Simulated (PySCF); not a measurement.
PBEsol on Tc- (technetium, charge -1), [Kr] 4d6 5s2, high-spin 5D determinant. Calculation: PySCF 2.14, in def2-QZVPPD with the def2 core potential (28 electrons); scalar relativity through the core potential.

```
cycle= 1 E= -80.6080255301635  delta_E= -0.0149  |g|= 0.106  |ddm|= 1.48
cycle= 2 E= -80.5969592484443  delta_E= 0.0111  |g|= 0.181  |ddm|= 0.546
cycle= 3 E= -80.6127525162294  delta_E= -0.0158  |g|= 0.0101  |ddm|= 0.313
cycle= 4 E= -80.6128107707404  delta_E= -5.83e-05  |g|= 0.000361  |ddm|= 0.039
cycle= 5 E= -80.6128110997665  delta_E= -3.29e-07  |g|= 9.63e-05  |ddm|= 0.00809
cycle= 6 E= -80.6128111114818  delta_E= -1.17e-08  |g|= 3.21e-05  |ddm|= 0.00171
cycle= 7 E= -80.6128111122721  delta_E= -7.9e-10  |g|= 4.45e-06  |ddm|= 8.96e-05
converged SCF energy = -80.6128111122721  <S^2> = 6.039991  2S+1 = 5.0159709
```

Highest occupied orbital energy: 2.509 eV; ⟨L²⟩ = 6.02; populations by l: s 4.00, p 6.00, d 6.00, f 0.00.

Task: Can this result be used?

Result: With care. The calculation finished and met its thresholds. Energies and moments cover only the electrons outside the core potential. At PBEsol the highest occupied level has a positive energy, so only the finite basis holds that electron; in a semilocal or global hybrid functional this comes from self-interaction and does not mean that the real anion is unbound.
